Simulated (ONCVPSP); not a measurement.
u(r) = r·R(r): atom against pseudo-atom (Pb)

Columns: radius, all-electron u(r) and pseudo u(r) of the 5s shell (level -146.24 eV) of lead in the configuration [Kr] 4d10 4f14 5s2 5p6 5d10 6s1 6p3; LDA (Perdew-Wang 92), scalar-relativistic, ONCV scheme, ONCVPSP 4.0.1.

```csv
r (bohr),all-electron,pseudo
0.103,0.3838,0.1554
0.205,-0.1075,0.3261
0.308,-0.7402,0.5216
0.410,-0.3013,0.7283
0.513,0.4466,0.9257
0.615,0.9992,1.0797
0.718,1.2653,1.1677
0.820,1.3005,1.1758
0.923,1.1990,1.1096
1.025,1.0353,0.9887
1.128,0.8541,0.8366
1.230,0.6849,0.6805
1.332,0.5372,0.5367
1.435,0.4136,0.4134
1.538,0.3143,0.3142
1.640,0.2373,0.2372
1.743,0.1772,0.1771
1.845,0.1319,0.1319
1.948,0.0974,0.0974
2.050,0.0719,0.0718
2.153,0.0527,0.0527
2.255,0.0386,0.0386
2.358,0.0281,0.0281
2.460,0.0205,0.0205
2.562,0.0150,0.0150
2.665,0.0108,0.0108
```

(1) How many radial nodes do the two functions have?

(2) At about which radius was the pseudo-wave matched?

(3) Where does each function peak?

(4) Is the pseudo-wave norm-conserving?

## Answers

(1) The all-electron 5s function has n − l − 1 = 4 (the table is too coarse to show those close to the nucleus); the pseudo-wave has 0, since the states of the same l below it are removed with the core.

(2) 1.45 bohr, where the columns begin to agree (steps of 0.10 bohr).

(3) Outermost all-electron maximum near 0.82 bohr, pseudo maximum near 0.82 bohr (to the table’s step).

(4) Yes: the ONCV scheme keeps the norm inside the radius equal to the all-electron one, which fixes the energy derivative of the logarithmic derivative at the level.
